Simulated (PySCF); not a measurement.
ClHSi, SMILES [SiH]Cl (connectivity only; charge and spin as stated), charge -1, multiplicity 2.

The structure is a stationary point at PBE-D3(BJ)/def2-TZVPD. The spin state was assumed, not searched. The isomer is the one that the SMILES or the coordinates give; other isomers of the formula were not compared.

These are PBE/def2-TZVPD in PySCF values and carry that method's errors.

Isolated molecule, no solvent. A positive occupied level means that this level leaves the electron formally unbound; only the finite basis holds it.

### Question
Estimate the frontier levels, dipole moment and polarisability. (The exact figures need the calculation; the answer reports its results.)

### Answer

The α spin, highest occupied and lowest empty level is 1.51 and 3.47 eV and the β spin, highest occupied and lowest empty level is -0.04 and 2.83 eV. The dipole moment about the centre of nuclear charge is 2.12 D and the mean static polarisability is 84.3 bohr³ (12.50 Å³). The polarisability, principal values comes out as 74.3, 84.8, 93.9 bohr³ and the ⟨S²⟩ comes out as 0.756 (pure state 0.75).
